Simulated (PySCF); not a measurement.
## Electronic absorption of C5H10AsN

Compound: C₅H₁₀AsN.
Cartesian coordinates in Å at the PBE0-D3(BJ)/def2-SVP level; atoms count from 1:
```xyz
17
C5H10AsN angstrom
C     -1.105   -1.769    0.912
C     -1.199   -0.359    0.347
As     0.263    0.834    0.929
C     -0.304    2.412   -0.095
C      1.626    0.260   -0.423
C      2.178   -1.046   -0.138
N      2.588   -2.101    0.111
H     -0.203   -2.294    0.566
H     -1.076   -1.758    2.012
H     -1.976   -2.370    0.609
H     -1.233   -0.362   -0.755
H     -2.123    0.135    0.690
H     -1.163    2.873    0.414
H      0.512    3.148   -0.120
H     -0.594    2.152   -1.124
H      2.433    1.008   -0.412
H      1.171    0.262   -1.426
```

Method: PySCF, TDDFT PBE0/def2-SVPD, vertical, gas phase, core orbitals frozen in the response. Relativistic effects, spin–orbit coupling among them, are left out although an element past zinc is present.

Q: What does the calculation give for the low-lying excited states?

A: 

| state | E (eV) | E (hartree) | f | main configurations (H = HOMO, L = LUMO) |
| --- | --- | --- | --- | --- |
| S1 | 6.00 | 0.2205 | 0.085 | H→L (97%) |
| S2 | 6.42 | 0.2361 | 0.062 | H→L+1 (74%), H→L+2 (22%) |
| S3 | 6.48 | 0.2382 | 0.055 | H→L+2 (74%), H→L+1 (23%) |
| S4 | 6.79 | 0.2494 | 0.015 | H→L+3 (94%) |
| S5 | 7.02 | 0.2581 | 0.067 | H→L+4 (95%) |
| S6 | 7.32 | 0.2691 | 0.055 | H-1→L (33%), H-1→L+3 (19%), H-3→L (14%) |

The lowest singlet lies at 6.00 eV (207 nm, ultraviolet) and is of moderate strength; its leading configuration is HOMO→LUMO (97%). The lowest level is also the most intense of those listed (f = 0.085). Löwdin shares by element: HOMO arsenic 58%, carbon 31% or more; LUMO arsenic 34%, carbon 25% or more, nitrogen 11% (atoms not listed hold the other 30%). Weighted by f, the mean energy of these states is 6.61 eV. Of the 6 states listed, 6 reach f = 0.01 and none stays under 0.0005. The listed states span 1.32 eV, and the widest gap between neighbours is 0.42 eV (S1 to S2). No computed singlet lies in the visible range (380 to 750 nm); the lowest, at 207 nm, stands 2.74 eV above its violet end (3.26 eV). The window holds the lowest 6 singlets.

The run took about 2.1 min of CPU time (one thread, shared machine).

One conformer stands for the species.
